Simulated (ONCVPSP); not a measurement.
## Transferability test, ONCV potential for Zn

```
Element                 : Zn
Generator               : ONCVPSP 4.0.1
Type                    : optimised norm-conserving Vanderbilt (ONCV)
Functional              : LDA (Perdew-Zunger)
Relativity              : scalar-relativistic
Frozen core             : [Ne]
Valence charge          : 20
Reference configuration : 3s2 3p6 3d10 4s1 (charge +1)
Partial waves           : 3s+4s: rc 1.25 bohr, ncon 4, nbas 7, qcut 10.9 1/bohr, 2 projectors; 3p: rc 0.90 bohr, ncon 4, nbas 8, qcut 17.7 1/bohr, 2 projectors, debl 1.3 Ha; 3d: rc 1.30 bohr, ncon 3, nbas 7, qcut 10.8 1/bohr, 2 projectors, debl 3.6 Ha
Local potential         : polynomial inside 0.65 bohr (lpopt 4, dvloc0 6 Ha)
Core correction         : none
```

In the p channel the program set the typed energies aside and used -3.419, 0.250 Ha.

Energies are relative to the spin-unpolarised reference configuration 3s2 3p6 3d10 4s1; without spin polarisation the order of configurations can differ from experiment.

(1) Give the all-electron excitation energy and the error of the potential for: 3s2 3p6 3d10 4s2; 3s2 3p6 3d10 4s0; 3s2 3p6 3d9 4s0; 3s2 3p6 3d10 4s1 4p1.

Levels in the configuration 3s2 3p6 3d9 4s0:

```json
{"level": "3s", "all-electron (eV)": "-170.527", "pseudo (eV)": "-170.538"}
{"level": "3p", "all-electron (eV)": "-124.983", "pseudo (eV)": "-124.972"}
{"level": "3d", "all-electron (eV)": "-51.064", "pseudo (eV)": "-50.929"}
```

Answers

(1)

```csv
valence configuration,charge,ΔE all-electron (eV),error AE − PS (meV)
3s2 3p6 3d10 4s2,0,-10.190,+2.9
3s2 3p6 3d10 4s0,+2,18.769,+2.2
3s2 3p6 3d9 4s0,+3,59.659,+33
3s2 3p6 3d10 4s1 4p1,0,-5.006,+0.7
```
